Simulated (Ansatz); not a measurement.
Basis sets compared for [Cu(SiH3)2]- (CuSi2H6⁻). Total charge -1; singlet. Geometry PBE0-D4/def2-SVPD. Ansatz on 4 threads of Arm Neoverse V1 on a shared host; times are rough, and most runs start from earlier orbitals.

| atom | x (Å) | y (Å) | z (Å) |
| --- | --- | --- | --- |
| Cu1 | -0.012 | -0.008 | 0.012 |
| Si2 | 1.704 | -1.349 | 0.837 |
| H3 | 2.888 | -0.647 | 1.490 |
| H4 | 2.432 | -2.245 | -0.158 |
| H5 | 1.356 | -2.365 | 1.918 |
| Si6 | -1.709 | 1.346 | -0.832 |
| H7 | -2.519 | 2.168 | 0.163 |
| H8 | -2.833 | 0.669 | -1.607 |
| H9 | -1.307 | 2.431 | -1.823 |

| level | functions | energy (Eh) | HOMO (eV) | LUMO (eV) | wall time |
| --- | --- | --- | --- | --- | --- |
| PBE-D4/def2-SVPD | 130 | -2222.2133 | -0.92 | 2.78 | 1.3 s |
| PBE0-D4/def2-SVPD | 130 | -2222.2740 | -1.80 | 3.44 | 1.8 s |

Problem. Estimate the rows for PBE-D4/def2-TZVPD (with forces), PBE0-D4/def2-TZVPD.

Solution. 
```csv
level,functions,energy (Eh),HOMO (eV),LUMO (eV),wall time
PBE-D4/def2-TZVPD (with forces),188,-2222.6601,-0.96,2.67,2.4 s
PBE0-D4/def2-TZVPD,188,-2222.7099,-1.83,3.31,2.9 s
```
